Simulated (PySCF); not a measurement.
Job for PySCF: R-B3LYP/3-21G on C3H6O (SMILES C=CCO).

```python
from pyscf import gto, scf, dft, mp
from pyscf.data.elements import chemcore

mol = gto.M(
    atom='''
    C     1.23016017   -0.68430160    0.38516065
    C     0.57124051    0.03985698   -0.50908513
    C    -0.78732008    0.64235171   -0.30793991
    O    -1.42044487    0.28898709    0.90808078
    H     0.82261453   -0.87551743    1.36992092
    H     2.20671521   -1.09535541    0.16711723
    H     1.01420398    0.23143610   -1.48298945
    H    -1.42148305    0.38985203   -1.16992102
    H    -0.70644379    1.73327481   -0.29533752
    H    -1.50924263   -0.67058428    0.93499345
    ''',
    basis='3-21g',
    charge=0, spin=0, verbose=3, max_memory=1800)
mf = dft.RKS(mol, xc='b3lyp')
mf.conv_tol = 1e-8
mf.max_cycle = 100
mf.kernel()
if not mf.converged:
    mf = mf.newton().run(mf.mo_coeff, mf.mo_occ)
```

Problem. Predict the final total energy.

Solution. -192.0479 hartree.
